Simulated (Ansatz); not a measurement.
Geometry optimisation, RHF/def2-SVP in Ansatz.

Input:

```yaml
crystal:
  periodic: [false, false, false]
  atoms:
    - { symbol: Ta, position_ang: [-0.417778, -0.282901, 0.197119] }
    - { symbol: Cl, position_ang: [3.247478, -0.069758, 0.468246] }
    - { symbol: Cl, position_ang: [0.213063, 0.640804, 2.212474] }
    - { symbol: Cl, position_ang: [0.55562, 0.046114, -1.863118] }
    - { symbol: Cl, position_ang: [-1.869285, 1.52594, -0.178714] }
    - { symbol: Cl, position_ang: [-2.274982, -1.671322, 0.232553] }
    - { symbol: O, position_ang: [0.619192, -1.918166, 0.53292] }
    - { symbol: H, position_ang: [0.414209, -2.827373, 0.690238] }
    - { symbol: H, position_ang: [2.731484, -1.276337, 0.627181] }
basis:
  gaussian: { orbitals: def2-SVP }
hamiltonian:
  xc: hf
relax:
  f_tol: 0.03
  max_steps: 50
output:
  orbitals: {}
```

Launched with:

```bash
$ ansatz run input.yaml --threads 4 --pin off --max-ram 5120MiB --backend cpu --events-out ev --progress --plain --runs-dir out
```

Question: Where does it end, and by what steps?

Answer: It converged. The force dipped under the threshold on the way, but the program's further checks kept it going. After 11 steps the energy has fallen by 0.262 eV; Cl2 moved furthest, 0.83 Å.

```tsv
step	energy less start (eV)	largest force component (eV/Å)	accepted
0	0.0000	1.414	yes
1	-0.1396	0.944	yes
2	-0.1799	1.011	yes
3	-0.2253	0.574	yes
4	-0.2467	0.201	yes
5	-0.2560	0.601	yes
6	-0.2562	0.594	yes
7	-0.2613	0.049	yes
8	-0.2621	0.013	yes
9	-0.2623	0.039	yes
10	-0.2621	0.079	no
11	-0.2624	0.023	yes
```

```xyz
9
Properties=species:S:1:pos:R:3
Ta -0.628 -0.286 0.186
Cl 3.945 -0.500 0.608
Cl 0.117 0.781 2.086
Cl 0.448 0.198 -1.792
Cl -2.219 1.409 -0.205
Cl -2.408 -1.793 0.260
O 0.484 -1.765 0.503
H 0.604 -2.691 0.653
H 2.875 -1.187 0.620
```

Whether the end is a true minimum wasn't checked by a vibrational analysis.

The run took 22 s on 4 threads of Arm Neoverse V2, with other jobs on the host, peak memory 0.48 GiB.
